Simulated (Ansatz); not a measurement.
## Ansatz (development build ahead of 0.2.0) run

```yaml
crystal:
  periodic: [false, false, false]
  atoms:
    - { symbol: Ti, position_ang: [0.0, 0.0, 0.0] }
    - { symbol: Cl, position_ang: [0.0, 0.0, 2.2697] }
basis:
  gaussian: { orbitals: pcseg-2 }
magnetization:
  spin_polarized: true
  initial_magnetization: 3
hamiltonian:
  xc: pbe
```

The input is written out in the form of the current development build from the run's settings.

Results

- Converged: yes
- Total energy: -1309.28058 hartree
- Spin squared of the determinant: 3.757
- Stability test: minimum

Caution: other spin multiplicities were not run.
